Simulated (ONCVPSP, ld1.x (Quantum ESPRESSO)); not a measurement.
# Pseudopotentials across the periodic table

Generated with ld1.x 7.5 (TM, RRKJ, ultrasoft, PAW), atompaw 4.2 or ONCVPSP 4.0.1. The cutoff is in Ry: for ld1.x and atompaw files where the sum of valence levels is converged to 10 mRy in a Bessel basis, for ONCV files where the hardest occupied wave has 1 mHa per electron of residual kinetic energy. The error is the largest all-electron minus pseudo excitation energy over each file’s own four to seven test configurations (ionisations up to +4, promotions, holes and added fractions of an electron), all of which were solved. The labels leave out finer settings (local radius, basis sizes, second energies), which also bear on the numbers. Spin-polarised tests are not counted. The rows are a selection from randomly drawn settings: files with unsolved tests, undetermined cutoffs or missed reference levels are left out.

A true bound ghost makes a file unfit for plane-wave use even where its test errors are small: the radial tests pick states by their node count and pass the ghost by.

```tsv
element	potential	cutoff (Ry)	largest error (meV)	bound ghosts
F	ONCV, PBE, non-relativistic, rc 1.08/1.40 (sp), local smoothed, core correction no, reference 2s2 2p4, qcut 7.9/12.1, projectors 3/2	79	+563	s
P	ONCV, LDA (Perdew-Wang 92), scalar-relativistic, rc 1.30/1.70 (sp), local smoothed, core correction yes, reference 3s2 3p2, qcut 6.1/5, projectors 2/2	22	+33	none
Tc	ONCV, LDA (Perdew-Wang 92), fully relativistic, rc 1.60/1.30/2.35/2.00 (spdf), local smoothed, core correction yes, reference 4s2 4p6 4d5 5s0.5, qcut 9.6/7.2/5.9/5.8, projectors 2/2/2/2	56	-55	none
Sb	ONCV, PBEsol, scalar-relativistic, rc 2.05/1.75 (sp), local smoothed, core correction yes, reference 5s2 5p3, qcut 2.7/5.2, projectors 2/3	72	-465	p
Os	ONCV, LDA (Perdew-Wang 92), scalar-relativistic, rc 1.55/1.10/2.25 (spd), local smoothed, core correction yes, reference 5s2 5p6 5d6 6s2, qcut 8.9/9/6.7, projectors 2/1/2	74	-17	s, p
Pt	ONCV, LDA (Perdew-Zunger), fully relativistic, rc 1.55/1.85/2.30/0.80 (spdf), local smoothed, core correction yes, reference 4f13 5s2 5p6 5d10 6s1, qcut 7/7.8/6.9/19.2, projectors 2/2/2/2	349	-318	s, p3/2, d5/2, p1/2, d3/2
Pb	TM semilocal, PBEsol, scalar-relativistic, rc 1.42/2.16/1.06/1.76 (spdf), local s, core correction yes, reference 5d10 6s2 6p2	110	-103	none
```

(1) Fill in the row for Tl: TM, PBE, fully relativistic, rc 2.15/2.85 (sp), local s, core correction yes, reference 6s2 6p1.

Results:

(1) cutoff 18 Ry, largest error -398 meV, bound ghosts: none.
